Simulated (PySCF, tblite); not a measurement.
System: H₃S (cation, charge +1), singlet: umbrella (inversion) coordinate, bond length relaxed. Scanned: angle between the S-H bonds and the threefold axis (90 = planar). Other coordinates (S-H bond length) were minimised at PBE0/def2-TZVP.

Cartesian coordinates as functions of the variables (Å; names that start with a are angles):
```
S  0  0  0
H  r*sin(a)*cos(0*2*pi/3+0)  r*sin(a)*sin(0*2*pi/3+0)  0+r*cos(a)
H  r*sin(a)*cos(1*2*pi/3+0)  r*sin(a)*sin(1*2*pi/3+0)  0+r*cos(a)
H  r*sin(a)*cos(2*2*pi/3+0)  r*sin(a)*sin(2*2*pi/3+0)  0+r*cos(a)
```

Methods: RHF/cc-pVTZ (PySCF); MP2 on RHF/cc-pVTZ, 5 core orbitals frozen (PySCF); CAM-B3LYP/cc-pVTZ (PySCF); GFN2-xTB, 300 K electronic temperature (tblite); PBE/cc-pVTZ (PySCF); CCSD(T) on RHF/cc-pVTZ, 5 core orbitals frozen (PySCF).

Energies in kJ/mol, each method relative to its own lowest point.

```tsv
a / °	RHF	MP2	CAM-B3LYP	GFN2-xTB	PBE	CCSD(T)
90	130.7	126.6	122.6	151.0	125.0	129.6
93	127.3	123.8	119.8	146.5	122.4	126.6
96	117.7	115.5	111.7	134.1	114.6	118.1
99	103.0	102.6	99.1	116.3	102.4	104.8
102	84.8	86.3	83.3	95.6	87.0	88.1
105	65.0	68.2	65.6	74.1	69.6	69.5
108	45.5	49.8	47.7	53.7	51.8	50.7
111	27.9	32.7	31.0	35.4	35.0	33.3
114	13.7	18.2	16.9	20.2	20.5	18.5
117	4.1	7.4	6.5	8.8	9.2	7.5
120	0.0	1.1	0.6	1.9	2.2	1.1
123	2.1	0.0	0.0	0.0	0.0	0.0
126	11.0	4.6	5.2	3.6	3.3	4.6
129	27.2	15.2	16.7	13.2	12.4	15.4
132	50.8	32.0	34.8	29.4	27.7	32.6
```
